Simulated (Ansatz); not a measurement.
`[CH3][SnH2][SiH2]F` + H₂S → `[CH3][SnH2][SiH2]S` + H–F  (ligand exchange at the Si–F bond)

Gas-phase electronic energies from Ansatz, PBE0-D4/def2-TZVP geometries. CBS: MP2 limit from def2 TZ/QZ plus the TZ coupled-cluster correction, frozen cores. This one scheme is used for every species. DFT in def2-TZVPP. B3LYP here is the variant with VWN-RPA as its local correlation; programs differ in this. def2 core potentials past Kr. For Sn outer-core shells are correlated without core-valence functions, which leaves a few kJ/mol of doubt a bond. One conformer a species, not always the lowest.

| level | ΔE (kJ/mol) | difference from CCSD(T)/CBS |
| --- | --- | --- |
| PBE-D4 | 49.4 | -8.2 |
| PBE0-D4 | 50.1 | -7.5 |
| B3LYP-D4 | 65.2 | 7.6 |
| ωB97X-V | 65.8 | 8.2 |
| ωB97M-V | 64.5 | 6.9 |
| B2PLYP | 69.7 | 12.1 |
| PBE | 55.6 | -2.0 |
| r2SCAN | 63.1 | 5.5 |
| PBE0 | 55.7 | -1.9 |
| MP2/def2-TZVPP | 55.2 | -2.4 |
| SCS-MP2/def2-TZVPP | 64.9 | 7.3 |
| CCSD/def2-TZVPP | 65.9 | 8.3 |
| CCSD(T)/def2-TZVPP | 61.3 | 3.7 |
| MP2/def2-QZVPP | 54.0 | -3.6 |
| SCS-MP2/def2-QZVPP | 63.5 | 5.9 |
| MP2/CBS(def2) | 51.5 | -6.1 |
| CCSD(T)/CBS | 57.6 | 0 |

Largest T1 diagnostic among the species: 0.012.

In def2-TZVPP, CCSD(T) changes the Hartree–Fock value by −25.0 kJ/mol (the triples alone add −4.6 kJ/mol) and MP2 by −31.1 kJ/mol. The D4 term adds −10.1 kJ/mol with B3LYP and −5.6 kJ/mol with PBE0; it sums over pairs of atoms, weighted by their polarisabilities, and B3LYP, whose exchange is more repulsive, gets the larger term.
